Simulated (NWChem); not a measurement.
C2H5ClOSi; SMILES O=CC[SiH2]Cl

```xyz
10

O      0.5591    -2.7001     0.4761
C      0.5821    -1.7528    -0.2631
C     -0.6332    -0.9911    -0.6986
Si    -0.9074     0.6080     0.2671
Cl     0.7195     1.8599    -0.0164
H      1.5514    -1.3583    -0.6637
H     -0.5548    -0.7108    -1.7625
H     -1.5292    -1.6154    -0.5428
H     -1.0369     0.3277     1.7217
H     -2.1241     1.2908    -0.2515
```
Atoms are numbered in this order, from 1.

All runs: NWChem. Medium grid unless said otherwise, to which SCAN and Minnesota functionals are sensitive. Geometry: optimised at PBE0/def2-SVP. Total energies of different functionals are on different scales.

```csv
level,energy (Ha),highest occupied level (eV),orbital gap (eV),dipole (D)
B3LYP/def2-SVP,-903.8590,-7.19,6.14,2.32
PBE/def2-SVP,-903.2988,-5.80,3.86,2.20
B97-2/def2-SVP,-903.8230,-7.23,6.30,2.37
PBE0/def2-SVP,-903.3774,-7.49,6.64,2.36
r2SCAN0/def2-SVP,-903.6580,-7.77,7.01,2.46
PW6B95/def2-SVP,-904.6229,-7.63,6.88,2.34
M06-L/def2-SVP,-903.8139,-6.24,4.55,2.38
"LDA (Slater exchange, VWN5)/def2-SVP",-899.9061,-5.90,3.72,2.27
M06-2X/def2-SVP,-903.7238,-9.06,9.29,2.40
```
